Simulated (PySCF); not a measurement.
# Low-lying terms of Al³⁺ (aluminium, charge +3)

Ground state [Ne], ¹S. All numbers are calculated (PySCF 2.14, the spin-free X2C one-electron Hamiltonian (Gaussian nucleus), in aug-cc-pCVTZ-DK with one added diffuse shell each of s, p, d, f type (9s8p6d4f, 91 functions)). Vertical excitation energies in eV without spin-orbit coupling; excited terms of each kind are numbered among those the solver found. Frozen: nothing.

```tsv
term	leading excitation	EOM-EE-CCSD
1 3P°	2p → s	76.319
1 1P°	2p → s	77.133
1 3S	2p → p	83.312
1 3D	2p → p	84.553
1 1D	2p → p	85.056
1 1P	2p → p	85.183
1 3P	2p → p	85.204
1 1S	2p → p	88.314
2 3P°	2p → d	94.720
1 3F°	2p → d	94.977
1 1F°	2p → d	95.093
1 1D°	2p → d	95.336
2 3S	2p → p	102.05
2 1D	2p → p	102.55
```

The solver can miss terms.
